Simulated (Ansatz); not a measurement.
`[OH][GeH]1[CH2][O]1`. Charge 0, multiplicity 1. The geometry is a stationary point of PBE0-D4/def2-TZVP. It is one conformer, not always the lowest.

```xyz
8

O    -1.345    1.389    0.084
Ge    0.110    0.500   -0.371
C     0.218   -1.320    0.096
O     0.882   -0.414    1.000
H    -1.171    2.309    0.298
H     1.098    1.341   -1.171
H     0.878   -2.003   -0.439
H    -0.671   -1.801    0.504
```

Question: What is the dipole moment at ωB97M-V/def2-TZVPP? (Estimate.)

Answer: Computed: 2.40 D, with components (0.05, 1.26, -2.04) D in this frame, pointing from negative to positive charge.

Question: And with PBE, r2SCAN, B3LYP? (An estimate is asked.)

Answer: Computed: PBE 2.09 D, r2SCAN 2.16 D, B3LYP 2.30 D.

Question: Give the Mulliken charges with ωB97M-V, PBE, r2SCAN in def2-TZVPP. (An estimate is asked.)

Answer: Ansatz gave: 
| atom | ωB97M-V | PBE | r2SCAN |
| --- | --- | --- | --- |
| O1 | -0.40 | -0.37 | -0.43 |
| Ge2 | 0.50 | 0.42 | 0.49 |
| C3 | -0.09 | -0.05 | 0.04 |
| O4 | -0.44 | -0.38 | -0.44 |
| H5 | 0.17 | 0.18 | 0.20 |
| H6 | 0.03 | 0.00 | 0.00 |
| H7 | 0.11 | 0.09 | 0.07 |
| H8 | 0.12 | 0.10 | 0.08 |

B3LYP here is the variant with VWN-RPA as its local correlation; programs differ in this.
